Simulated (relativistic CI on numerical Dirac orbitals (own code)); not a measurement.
Radial parameters of In XXII

Computed by Dirac-Coulomb-Breit CI, separate exchange-only KLI orbitals for each configuration, model QED (radiative potential, 1s self-energy scaled to tabulated hydrogen-like ionisation energies), unscaled Slater integrals (own radial code, finite nucleus).

Slater integrals F^k, G^k are unscaled and averaged over j, outside the closed core [Ne] 3s2; ζ comes from projecting the Hamiltonian with its Breit term on Σ l·s of the shell.

- 3p6 3d9 4s: ζ(3d) = 25616, G^2(3d,4s) = 32092 cm⁻¹; <r>(3d) = 0.3107, <r^2>(3d) = 0.1135, <r>(4s) = 0.7182, <r^2>(4s) = 0.5787 (bohr units).
- 3p6 3d9 4p: ζ(3d) = 25629, F^2(3d,4p) = 94983, G^1(3d,4p) = 31247, G^3(3d,4p) = 31247, ζ(4p) = 58622 cm⁻¹; <r>(3d) = 0.3107, <r^2>(3d) = 0.1136, <r>(4p) = 0.7387, <r^2>(4p) = 0.6157 (bohr units).
- 3p6 3d9 4d: ζ(3d) = 25617, F^2(3d,4d) = 94751, F^4(3d,4d) = 47095, G^0(3d,4d) = 31408, G^2(3d,4d) = 38816, G^4(3d,4d) = 30282, ζ(4d) = 6672.6 cm⁻¹; <r>(3d) = 0.3108, <r^2>(3d) = 0.1136, <r>(4d) = 0.7575, <r^2>(4d) = 0.6548 (bohr units).

Averages of the first 10 configurations, taken without configuration mixing, which lowers the lowest level and can move excited configurations by several eV; other configurations of the list can lie among them:

| Configuration | Parity | States | Average energy above the lowest level (eV) |
| --- | --- | --- | --- |
| 3p6 3d10 | even | 1 | 0.1 |
| 3p6 3d9 4s | even | 20 | 414.9 |
| 3p6 3d9 4p | odd | 60 | 465.5 |
| 3p6 3d9 4d | even | 100 | 540.8 |
| 3p6 3d9 4f | odd | 140 | 615.0 |
| 3p6 3d8 4s2 | even | 45 | 851.4 |
| 3p5 3d10 4s | odd | 12 | 644.4 |
| 3p6 3d8 4s 4p | odd | 540 | 898.5 |
| 3p5 3d10 4p | even | 36 | 695.1 |
| 3p6 3d9 5s | even | 20 | 681.3 |
